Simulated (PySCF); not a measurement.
Substituent chemical shifts

Parent skeleton `[SiH3:1][P:2]([SiH3:3])[SiH3:4]`; one hydrogen on atom 1 is replaced by X. Hydrogens on one atom are averaged.

Computed data (PySCF): GFN2-xTB geometry, shieldings: GIAO PBE0/pcSseg-1. Gas phase, rapidly exchanging positions averaged, no relativistic terms, single conformer.

Scale: TMS for ²⁹Si and ¹H; H3PO4 for ³¹P (reference shieldings calculated alike).

Parent (X = H): Si1 -78.0, P2 -374.3, Si3/Si4 -78.0, H(Si1) 4.10, H(Si3)/H(Si4) 4.10 ppm. Effects are Δδ = δ(X) − δ(H), positive for deshielding.

**Question.** Give Δδ (ppm) for X = COOCH3, CH=NMe, nPr, SH, CH2CF3, isopropenyl, CF3, CHO.

**Answer.** 
| X | SMILES | Si1 | P2 | Si3/Si4 | H(Si1) | H(Si3)/H(Si4) |
| --- | --- | --- | --- | --- | --- | --- |
| COOCH3 | COC(=O)[SiH2]P([SiH3])[SiH3] | +21.6 | -3.7 | -2.0 | +0.48 | +0.14 |
| CH=NMe | C/N=C/[SiH2]P([SiH3])[SiH3] | +29.9 | +5.6 | -2.0 | +0.54 | -0.05 |
| nPr | CCC[SiH2]P([SiH3])[SiH3] | +39.0 | +7.4 | -2.1 | +0.27 | -0.03 |
| SH | [SiH3]P([SiH3])[SiH2]S | +44.9 | +21.8 | -4.7 | +1.20 | +0.14 |
| CH2CF3 | FC(F)(F)C[SiH2]P([SiH3])[SiH3] | +35.1 | +5.6 | -1.3 | +0.49 | +0.02 |
| isopropenyl | C=C(C)[SiH2]P([SiH3])[SiH3] | +34.6 | +0.7 | -1.1 | +0.44 | +0.01 |
| CF3 | FC(F)(F)[SiH2]P([SiH3])[SiH3] | +32.7 | +8.4 | +0.8 | +0.37 | +0.19 |
| CHO | O=C[SiH2]P([SiH3])[SiH3] | +24.0 | -24.4 | -0.3 | +0.54 | +0.21 |

**Question.** Which position responds most, and to which substituents?

**Answer.** P2: from -24.4 ppm with CHO to +21.8 ppm with SH.

Experimental scales use liquid or dissolved standards, which lie at an offset from isolated H3PO4.
